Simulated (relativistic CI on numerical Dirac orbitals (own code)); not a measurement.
# Slater and spin-orbit integrals, Ni19+

Calculated at this level of theory: Dirac-Coulomb-Breit CI, orbitals from a KLI potential per configuration, model QED (radiative potential, 1s self-energy scaled to tabulated hydrogen-like ionisation energies), unscaled Slater integrals (own radial code, finite nucleus).

Slater integrals F^k, G^k are unscaled and averaged over j, outside the closed core 1s2; ζ comes from projecting the Hamiltonian with its Breit term on Σ l·s of the shell.

- 2s2.2p5: ζ(2p) = 95647 cm⁻¹; <r>(2p) = 0.2068, <r^2>(2p) = 0.05201 (bohr units).
- 2p6.3p: ζ(3p) = 23562 cm⁻¹; <r>(3p) = 0.5623, <r^2>(3p) = 0.364 (bohr units).
- 2s2.2p4.3s: F^2(2p,2p) = 466560, ζ(2p) = 98899, G^1(2p,3s) = 45676 cm⁻¹; <r>(2p) = 0.2038, <r^2>(2p) = 0.05047, <r>(3s) = 0.5773, <r^2>(3s) = 0.3784 (bohr units).

Averages of the first 10 configurations, taken without configuration mixing, which lowers the lowest level and can move excited configurations by several eV; other configurations of the list can lie among them:

| Configuration | Parity | States | Average energy above the lowest level (eV) |
| --- | --- | --- | --- |
| 2s2.2p5 | odd | 6 | 6.3 |
| 2s.2p6 | even | 2 | 151.7 |
| 2p6.3s | even | 2 | 1235.3 |
| 2p6.3p | odd | 6 | 1270.9 |
| 2s2.2p4.3s | even | 30 | 949.5 |
| 2p6.3d | even | 10 | 1316.5 |
| 2s2.2p4.3p | odd | 90 | 988.0 |
| 2s2.2p4.3d | even | 150 | 1034.1 |
| 2s.2p5.3s | odd | 24 | 1082.4 |
| 2s.2p5.3p | even | 72 | 1119.4 |
